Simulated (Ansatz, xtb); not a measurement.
A geometry optimisation of AlF2H2Si− with r2SCAN-D4/def2-SVPD

The starting geometry of this gas-phase singlet has its atoms placed at random.

```xyz
6

Al    0.4531    0.8820   -0.9294
F     0.3461   -0.0942    1.8191
F    -0.7129   -1.4738   -0.8785
Si    0.4220   -1.2240    0.3461
H     1.8340    0.1522    0.8363
H    -0.3748   -0.1179   -1.3938
```

Q: Guess where an optimisation with r2SCAN-D4/def2-SVPD ends from this start.

A: It ends as a structure with F2 bridging Al1 and Si4, H6 bridging Al1 and Si4, given below by its coordinates. Distances that change by over a tenth: Al1–F2 (2.92 → 2.07 Å), Al1–Si4 (2.46 → 2.82 Å), Al1–H6 (1.38 → 1.88 Å). Contacts that close: Al1–H5 (2.36 → 1.68 Å), Si4–H6 (2.21 → 1.64 Å).

The energy falls by 6.44 eV over 17 steps:

| step | E − E(last) (eV) |
| --- | --- |
| 1 | 6.438 |
| 3 | 2.322 |
| 5 | 0.841 |
| 6 | 0.652 |
| 8 | 0.405 |
| 10 | 0.119 |
| 12 | 0.029 |
| 13 | 0.006 |
| 15 | 0.002 |
| 17 | 0.000 |

Final geometry (Å):

```yaml
atoms:
  - { symbol: Al, position_ang: [0.5457, 1.2701, -0.2514] }
  - { symbol: F, position_ang: [-0.0709, -0.0989, 1.1724] }
  - { symbol: F, position_ang: [-1.3233, -1.8730, -0.2171] }
  - { symbol: Si, position_ang: [0.3022, -1.5123, 0.1290] }
  - { symbol: H, position_ang: [2.1184, 0.7458, 0.0484] }
  - { symbol: H, position_ang: [0.3954, -0.4072, -1.0814] }
```

From the same start GFN2-xTB ends elsewhere, differing in Al1–F2 (3.22 against 2.07 Å here), Si4–H6 (3.80 against 1.64 Å here).

From so rough a start the end depends on the optimiser's path, so another program may land elsewhere. No frequencies were run, so the end isn't proven a minimum. Run with Ansatz 0.2.0, 18 s on 2 threads of Intel(R) Xeon(R) 6975P-C (Granite Rapids), with other jobs on the host.
